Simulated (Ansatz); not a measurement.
`N=C=[CH][GaH2]` + H₂S → `[SH][GaH2]` + `C=C=N` at 600 K and 1 bar (ligand exchange at a Ga–C bond).

Gas-phase electronic energies from Ansatz, PBE0-D4/def2-TZVP geometries. CCSD(T)/CBS adds triple-zeta CCSD(T) − MP2 to the extrapolated MP2 energy (def2 sets, frozen cores). This one scheme is used for every species. For Ga outer-core shells are correlated without core-valence functions, which leaves a few kJ/mol of doubt a bond. Scalar relativity is left out up to krypton. Each species was taken in one conformer, which may not be the lowest.

| species | CCSD(T)/CBS energy (Eh) | H − E (kJ/mol) | S (J/(mol·K)) |
| --- | --- | --- | --- |
| `N=C=[CH][GaH2]` | -2057.09147 | 177.0 | 390.7 |
| H₂S | -398.97279 | 60.8 | 230.9 |
| `[SH][GaH2]` | -2323.53734 | 95.0 | 327.9 |
| `C=C=N` | -132.55079 | 148.0 | 296.9 |

H − E and S are ideal-gas, rigid-rotor, harmonic terms from PBE0-D4/def2-TZVP, for one conformer and one mirror image of each species. 1 Eh = 2625.50 kJ/mol, R = 8.31446 J/(mol·K).

Problem. By hand: ΔE, ΔH, ΔS and ΔG.

Solution. ΔE = (-2323.53734) + (-132.55079) − (-2057.09147) − (-398.97279) = -0.02387 Eh = -62.7 kJ/mol. Δ(H − E) = 95.0 + 148.0 − 177.0 − 60.8 = 5.2, so ΔH = -57.5 kJ/mol. ΔS = 327.9 + 296.9 − 390.7 − 230.9 = 3.2 J/(mol·K). ΔG = -57.5 − 600 × (3.2)/1000 = -59.4 kJ/mol.

Problem. By hand: the equilibrium constant, and the temperature at which ΔG would vanish if ΔH and ΔS stayed fixed.

Solution. log₁₀ K = −ΔG/(RT ln 10) = 5.2. ΔH and −TΔS have one sign here, so there is no such temperature. One of them is within its doubt of zero, so this could turn.

The number of gas molecules stays the same, so ΔS is small and ΔH decides. A doubt of 5 kJ/mol in ΔE shifts log₁₀ K by 0.4 here. Other conformers and mirror images would add mixing entropy, several J/(mol·K) or more a flexible species. These are equilibria of isolated gas molecules and say nothing of rates. Largest T1 diagnostic: 0.015 (customary marks: 0.02 for closed shells, 0.045 for open ones).
